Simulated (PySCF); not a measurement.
Gas-phase reaction: Ge(OH)4 → GeO2 + 2 O + 4 H

Method: PySCF energies plus ideal-gas RRHO corrections (1 bar). † marks an energy on the PBE0/def2-TZVP geometry and frequencies; other levels use their own. MP2 freezes the core. 6-31G* has spherical d functions here. Open shells (unrestricted): O (multiplicity 3, electronic degeneracy 9), H (multiplicity 2); the rest are closed-shell singlets. Spin-orbit splitting is ignored; it lowers the true energy and changes the entropy of O. B3LYP is the form with VWN-RPA correlation. Ge: all electrons, no relativistic terms. Ge(OH)4, GeO2: computed as isolated molecules; such fragments, hydroxides, amides, oligomers or adducts are transient or little studied in the gas. MP2 isn't extrapolated to the basis-set limit; its ΔH°(298 K) is 2147.2 kJ in def2-SVP and 2265.9 kJ in def2-TZVPP. The harmonic model lacks anharmonicity and excited electronic states, which grow with temperature; levels with a mode under 35 cm⁻¹ are left out. Internal rotation in Ge(OH)4 is treated as a harmonic vibration of one conformer, which makes the entropy rough.

ΔH° and ΔS° at 298 K: B3LYP/6-31G* 2169 kJ, 677 J/K; BLYP/def2-TZVP† 2176 kJ, 674 J/K; HF/6-31G* 1634 kJ, 681 J/K; MP2/def2-SVP† 2147 kJ, 674 J/K.

Task: With the heat capacities included, give log10 K (1 bar) at 800, 1000, 1200, 2000, 2500 K from B3LYP/6-31G*, BLYP/def2-TZVP†, HF/6-31G*, MP2/def2-SVP†.

Result: 
```tsv
T (K)	B3LYP/6-31G*	BLYP/def2-TZVP†	HF/6-31G*	MP2/def2-SVP†
800	-105.5	-106.1	-70.4	-104.3
1000	-77.0	-77.5	-48.8	-76.0
1200	-57.9	-58.4	-34.4	-57.1
2000	-19.7	-20.1	-5.5	-19.3
2500	-8.3	-8.6	3.2	-8.0
```
